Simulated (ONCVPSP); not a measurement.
Configuration tests for S (Z = 16) (ONCV)

| Item | Value |
| --- | --- |
| Element | sulfur |
| Generator | ONCVPSP 4.0.1 |
| Type | optimised norm-conserving Vanderbilt (ONCV) |
| Functional | LDA (Perdew-Wang 92) |
| Relativity | scalar-relativistic |
| Frozen core | [Ne] |
| Valence charge | 6 |
| Reference configuration | 3s2 3p4 |
| Partial waves | 3s: rc 1.35 bohr, ncon 4, nbas 8, qcut 5.8 1/bohr, 1 projector; 3p: rc 1.80 bohr, ncon 4, nbas 7, qcut 3.8 1/bohr, 1 projector; d scattering state at 0.2 Ha: rc 1.35 bohr, ncon 4, nbas 7, qcut 7.9 1/bohr, local |
| Local potential | the d channel |
| Core correction | Teter function fitted to the true core (icmod 2), fcfact 0.65 |

Energies are relative to the spin-unpolarised reference configuration 3s2 3p4; without spin polarisation the order of configurations can differ from experiment.

```
valence configuration  charge  ΔE all-electron (eV)  error AE − PS (meV)
              3s2 3p3      +1                11.858                 +5.1
              3s2 3p2      +2                34.228                  +36
              3s2 3p1      +3                68.382                 +120
            3s2 3p3.5    +0.5                 4.706                 +0.8
```

Levels in the configuration 3s2 3p1:

```
level  all-electron (eV)  pseudo (eV)
   3s            -52.283      -52.140
   3p            -40.414      -40.289
```
